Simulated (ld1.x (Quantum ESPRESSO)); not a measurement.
## What one change does to a pseudopotential (carbon, TM)

```json
{"Element": "C", "Generator": "ld1.x (Quantum ESPRESSO) 7.5", "Type": "norm-conserving Troullier–Martins (Kleinman–Bylander form)", "Functional": "PBE", "Relativity": "scalar-relativistic", "Frozen core": "[He]", "Valence charge": "4", "Reference configuration": "2s2 2p2", "Partial waves": "2s (bound): rc 1.25 bohr; 2p (bound): rc 2.70 bohr", "Local potential": "all-electron potential smoothed inside 1.10 bohr (lloc = -1)", "Core correction": "none"}
```

Change: wave 2s (bound): rc 1.25 bohr becomes 2s (bound): rc 1.32 bohr.

Cutoffs: the cutoffs (Ry, on a coarse ladder) from which the occupation-weighted sum of valence levels, in a spherical-Bessel basis at the reference potential, stays within 10 and 1 mRy of its value at 400 Ry; they do not see the model core or the augmentation charge, which bear on the density cutoff. Errors are all-electron minus pseudo energies relative to the spin-unpolarised reference configuration.

Q: Predict the effect on cutoff, ghosts and configuration errors.

A: The potential gets softer (35 Ry and 80 Ry → 30 Ry and 70 Ry); the errors of the 7 common tests hardly move; neither file shows a bound ghost. A larger radius leaves more room for a smooth pseudo-wave, so fewer plane waves are needed.

| quantity | base | changed |
| --- | --- | --- |
| cutoff, loose | 35 Ry | 30 Ry |
| cutoff, tight | 80 Ry | 70 Ry |
| loose cutoff by channel (10 mRy a level) | s 30 Ry, p 15 Ry | s 25 Ry, p 15 Ry |
| bound ghosts | none | none |
| error for 2s2 2p1, meV [ΔE 10.86 eV] | +88 | +89 |
| error for 2s2 2p0, meV [ΔE 35.02 eV] | +785 | +788 |
| error for 2s1 2p0, meV [ΔE 83.21 eV] | +1520 | +1520 |
| error for 2s2 2p2.3, meV [ΔE -1.16 eV] | +1.2 | +1.2 |
| error for 2s1 2p3, meV [ΔE 8.48 eV] | -12 | -11 |
| error for 2s1 2p2, meV [ΔE 19.62 eV] | -94 | -95 |
| error for 2s0 2p4, meV [ΔE 16.98 eV] | -54 | -47 |
| s: phases at 2.94 bohr within 0.05 rad from the reference energy up to (Ry; the scan ends near 5) | to the end of the scan | to the end of the scan |
| p: phases at 2.94 bohr within 0.05 rad from the reference energy up to (Ry; the scan ends near 5) | 0.9 | 0.9 |
